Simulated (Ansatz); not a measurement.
Reaction (redistribution): `CC[SiH](N)[SiH3]` + `B[O][GeH3]` → `BO[SiH](N)[SiH3]` + `C[CH2][GeH3]`

Calculated with Ansatz (gas phase, PBE0-D4/def2-TZVP geometries, no zero-point term in ΔE). CCSD(T)/CBS is the MP2 limit (def2-TZVPP, def2-QZVPP) plus CCSD(T) − MP2 in def2-TZVPP, frozen cores. Functionals use def2-TZVPP. B3LYP here is the variant with VWN-RPA as its local correlation; programs differ in this. For Ge outer-core shells are correlated without core-valence functions, which leaves a few kJ/mol of doubt a bond. Scalar relativity is left out up to krypton. One conformer a species, not always the lowest.

Problem. Is it downhill or uphill in electronic energy at CCSD(T)/CBS, and by how much? (Estimate.)

Solution. Computed: Downhill: ΔE = -69.8 kJ/mol.

Problem. What do these levels give: PBE-D4, r2SCAN-D4, PBE0-D4, B3LYP-D4, ωB97M-V, B2PLYP, PBE, B3LYP, MP2/def2-QZVPP, HF/CBS(def2), MP2/CBS(def2), CCSD/CBS(def2)? (Best estimate.)

Solution. Computed: PBE-D4 -61.1, r2SCAN-D4 -65.4, PBE0-D4 -64.0, B3LYP-D4 -65.3, ωB97M-V -66.3, B2PLYP -65.6, PBE -61.4, B3LYP -65.6, MP2/def2-QZVPP -68.9, HF/CBS(def2) -66.6, MP2/CBS(def2) -70.8, CCSD/CBS(def2) -70.8 kJ/mol.

Largest T1 diagnostic among the species: 0.013.
